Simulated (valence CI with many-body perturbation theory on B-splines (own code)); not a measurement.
**Au63+: E2, M1, M2 decay**

Level of theory: valence CI with perturbative core correlation (CI+MBPT): six valence electrons over a frozen Dirac-Fock core [Ne], radial functions for each j: 9 s, 9 p, 8 d, 6 f, 3 g, 1 h, with the one-electron correlation potential Σ1, the two-electron term Σ2, the three-electron term Σ3, Breit, model QED; selected CI, second order for the rest, scaled by the run's own slope (own B-spline code, finite nucleus).

The last digits are not significant, and no measured levels were compared; by estimate large intervals hold to a few tenths of a per cent, small ones and those within an open d or f shell to about a per cent. Among the levels kept, up to 1000 cm⁻¹ of a level comes from second order outside the variational space, and about a tenth of that is noise between levels of different J, which matters for small intervals.

Lines 1 to 34 of 34 in falling wavelength, among levels below 878.58 eV, chosen from the decays that carry over 1 % of a level's rate. Wavelengths and rates use the calculated energies. Electric multipoles are in the length gauge with retardation, E1 and E2 with the static RPA response of the core. M1 uses the relativistic operator with retardation. S is in atomic units (e²a₀⁴ for E2 and M2, e²a₀⁶ for E3), for M1 in squared Bohr magnetons. Weak lines are less certain than strong ones. Lines between different terms over intervals too small for the method are left out, as are lines whose strength nearly cancels. The highest levels of a list are the least certain.

Levels are named by their leading jj configuration (3d3/2^4 stands for four electrons in 3d with j = 3/2), which in mixed levels can hold well under half, so a name can repeat and another be missing. Letters in brackets count levels of one name in rising energy.

```
λ vac (nm)                               Upper                               Lower  Type   A (s⁻¹)  S (a.u.)
      6227      (3s^2 3p1/2^2 3p3/2 3d3/2) J=0      (3s^2 3p1/2^2 3p3/2 3d3/2) J=1    M1  1.41e-01  1.26e+00
     127.6      (3s^2 3p1/2^2 3p3/2 3d3/2) J=0      (3s^2 3p1/2^2 3p3/2 3d3/2) J=2    E2  2.09e-01  6.31e-04
     57.50          (3s^2 3p1/2^2 3p3/2^2) J=0          (3s^2 3p1/2^2 3p3/2^2) J=2    E2  1.62e+01  9.11e-04
     12.00      (3s^2 3p1/2^2 3p3/2 3d5/2) J=4      (3s^2 3p1/2^2 3p3/2 3d3/2) J=3    M1  6.63e+06  3.82e+00
     11.41      (3s^2 3p1/2 3p3/2^2 3d5/2) J=5      (3s^2 3p1/2 3p3/2^2 3d3/2) J=4    M1  7.19e+06  4.35e+00
     10.89  (3s^2 3p1/2 3p3/2^2 3d5/2) J=4 [b]  (3s^2 3p1/2 3p3/2^2 3d3/2) J=3 [a]    M1  4.16e+06  1.79e+00
     4.674      (3s^2 3p1/2^2 3p3/2 3d3/2) J=0          (3s^2 3p1/2^2 3p3/2^2) J=2    M2  4.25e+00  8.47e-10
     2.855  (3s^2 3p1/2 3p3/2^2 3d5/2) J=3 [a]      (3s^2 3p1/2^2 3p3/2 3d5/2) J=3    M1  1.22e+08  7.37e-01
     2.854  (3s^2 3p1/2 3p3/2^2 3d5/2) J=4 [a]      (3s^2 3p1/2^2 3p3/2 3d5/2) J=3    M1  2.77e+08  2.15e+00
     2.768  (3s^2 3p1/2 3p3/2^2 3d5/2) J=4 [b]      (3s^2 3p1/2^2 3p3/2 3d5/2) J=3    M1  7.37e+07  5.21e-01
     2.748      (3s^2 3p1/2 3p3/2^2 3d5/2) J=5      (3s^2 3p1/2^2 3p3/2 3d5/2) J=3    E2  6.50e+06  9.99e-04
     2.729  (3s^2 3p1/2 3p3/2^2 3d5/2) J=3 [a]      (3s^2 3p1/2^2 3p3/2 3d5/2) J=2    M1  4.62e+08  2.44e+00
     2.720            (3s^2 3p1/2 3p3/2^3) J=1          (3s^2 3p1/2^2 3p3/2^2) J=0    M1  3.04e+08  6.80e-01
     2.714  (3s^2 3p1/2 3p3/2^2 3d3/2) J=2 [a]      (3s^2 3p1/2^2 3p3/2 3d3/2) J=3    M1  1.11e+08  4.11e-01
     2.712  (3s^2 3p1/2 3p3/2^2 3d3/2) J=2 [a]      (3s^2 3p1/2^2 3p3/2 3d3/2) J=1    M1  1.25e+08  4.61e-01
     2.702      (3s^2 3p1/2 3p3/2^2 3d3/2) J=0      (3s^2 3p1/2^2 3p3/2 3d3/2) J=1    M1  9.30e+08  6.80e-01
     2.701      (3s^2 3p1/2 3p3/2^2 3d5/2) J=2      (3s^2 3p1/2^2 3p3/2 3d5/2) J=1    M1  5.30e+08  1.94e+00
     2.682  (3s^2 3p1/2 3p3/2^2 3d5/2) J=3 [a]      (3s^2 3p1/2^2 3p3/2 3d5/2) J=4    M1  2.25e+08  1.13e+00
     2.681  (3s^2 3p1/2 3p3/2^2 3d5/2) J=4 [a]      (3s^2 3p1/2^2 3p3/2 3d5/2) J=4    M1  6.52e+08  4.19e+00
     2.656  (3s^2 3p1/2 3p3/2^2 3d3/2) J=2 [a]      (3s^2 3p1/2^2 3p3/2 3d3/2) J=2    M1  5.08e+08  1.76e+00
     2.649  (3s^2 3p1/2 3p3/2^2 3d5/2) J=4 [b]      (3s^2 3p1/2^2 3p3/2 3d5/2) J=2    E2  1.06e+07  1.11e-03
     2.616      (3s^2 3p1/2 3p3/2^2 3d3/2) J=4      (3s^2 3p1/2^2 3p3/2 3d3/2) J=3    M1  1.58e+08  9.42e-01
     2.616      (3s^2 3p1/2 3p3/2^2 3d3/2) J=4      (3s^2 3p1/2^2 3p3/2 3d3/2) J=3    E2  1.75e+07  1.73e-03
     2.605  (3s^2 3p1/2 3p3/2^2 3d5/2) J=4 [b]      (3s^2 3p1/2^2 3p3/2 3d5/2) J=4    M1  1.03e+08  6.09e-01
     2.605  (3s^2 3p1/2 3p3/2^2 3d5/2) J=4 [b]      (3s^2 3p1/2^2 3p3/2 3d5/2) J=4    E2  1.12e+07  1.08e-03
     2.597            (3s^2 3p1/2 3p3/2^3) J=1          (3s^2 3p1/2^2 3p3/2^2) J=2    M1  8.44e+08  1.64e+00
     2.597            (3s^2 3p1/2 3p3/2^3) J=1          (3s^2 3p1/2^2 3p3/2^2) J=2    E2  1.89e+07  5.98e-04
     2.587      (3s^2 3p1/2 3p3/2^2 3d5/2) J=5      (3s^2 3p1/2^2 3p3/2 3d5/2) J=4    M1  1.64e+08  1.16e+00
     2.587      (3s^2 3p1/2 3p3/2^2 3d5/2) J=5      (3s^2 3p1/2^2 3p3/2 3d5/2) J=4    E2  1.63e+07  1.86e-03
     2.563      (3s^2 3p1/2 3p3/2^2 3d3/2) J=4      (3s^2 3p1/2^2 3p3/2 3d3/2) J=2    E2  8.08e+06  7.18e-04
     2.543            (3s^2 3p1/2 3p3/2^3) J=2          (3s^2 3p1/2^2 3p3/2^2) J=2    M1  5.14e+08  1.57e+00
     2.543            (3s^2 3p1/2 3p3/2^3) J=2          (3s^2 3p1/2^2 3p3/2^2) J=2    E2  2.79e+07  1.33e-03
     2.485  (3s^2 3p1/2 3p3/2^2 3d5/2) J=3 [b]      (3s^2 3p1/2^2 3p3/2 3d5/2) J=2    M1  3.52e+07  1.40e-01
     2.446  (3s^2 3p1/2 3p3/2^2 3d5/2) J=3 [b]      (3s^2 3p1/2^2 3p3/2 3d5/2) J=4    M1  4.54e+08  1.72e+00
```
